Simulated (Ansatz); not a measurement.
Cartesian coordinates (Å):
SMILES: CC[Si](O)(O)CC
```xyz
19

C      2.6214    -0.5451     0.2697
C      1.1684    -0.8407    -0.1278
Si     0.0685     0.6710    -0.0923
O      0.0774     1.1924     1.4957
O      0.7109     1.9166    -1.0172
C     -1.6794     0.3012    -0.6884
C     -2.4124    -0.7467     0.1620
H      2.6707    -0.1382     1.2918
H      3.2511    -1.4489     0.2343
H      3.0690     0.2048    -0.4020
H      1.1230    -1.2756    -1.1432
H      0.7312    -1.6005     0.5444
H     -0.1308     2.1238     1.6328
H      0.2718     2.1060    -1.8534
H     -2.2493     1.2491    -0.6952
H     -1.6334    -0.0276    -1.7436
H     -3.4452    -0.9121    -0.1848
H     -1.8972    -1.7207     0.1339
H     -2.4580    -0.4343     1.2175
```
Charge 0, spin multiplicity 1.

Method: Ansatz (an electronic-structure program) with frozen-core CCSD(T)/cc-pVDZ // B3LYP-D3(BJ)/def2-SVP.

| Property | Value |
|---|---|
| HF energy | -597.24250 Ha |
| MP2 correlation energy | -1.05438 Ha |

Q: Estimate the CCSD correlation energy, the (T) correction, the total energy and the T1 diagnostic.

A: 
- CCSD correlation energy: -1.12997 Ha
- (T) correction: -0.02986 Ha
- CCSD(T) total energy: -598.40233 Ha
- T1 diagnostic: 0.010
